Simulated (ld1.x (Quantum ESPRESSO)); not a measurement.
## Fe (Z = 26): ultrasoft pseudisation with PBE, scalar-relativistic reference atom.

ld1.x (Quantum ESPRESSO) 7.5 input, shortened:

```
&input
   title='Fe', zed=26., rel=1, dft='PBE', iswitch=3,
   config='[Ar] 3d6 4s1.5 4p0.5'
 /
 &inputp
   pseudotype=3, tm=.true., lloc=-1, rcloc=3.40,
   nlcc=.true., new_core_ps=.true., rcore=0.62,
   which_augfun='PSQ', rmatch_augfun=1.40
 /
6
4S  1  0   1.50   0.00  2.35  2.90  0.0
4S  1  0   0.00  -0.05  2.35  2.90  0.0
4P  2  1   0.50   0.00  2.70  3.50  0.0
4P  2  1   0.00   1.00  2.70  3.50  0.0
3D  3  2   6.00   0.00  1.25  1.50  0.0
3D  3  2   0.00   0.05  1.25  1.50  0.0
 &test
   configts(1)='3d6 4s1.5 4p0.5'
 /
```

* Cutoffs needed: 45 Ry and 80 Ry (the cutoffs (Ry, on a coarse ladder) from which the occupation-weighted sum of valence levels, in a spherical-Bessel basis at the reference potential, stays within 10 and 1 mRy of its value at 400 Ry)
* Ghost test: no extra level below or beside the all-electron valence levels (s, p, d, f tested) (spherical-Bessel basis up to 400 Ry, 20 bohr box)
* Largest excitation error: -55 meV (all-electron minus pseudo) for 3d7 4s0 4p0, out of 7 test configurations
* Lowest eigenvalue of the overlap operator: 0.42 (s channel)
* Density cutoff estimated by the generator: 231 Ry
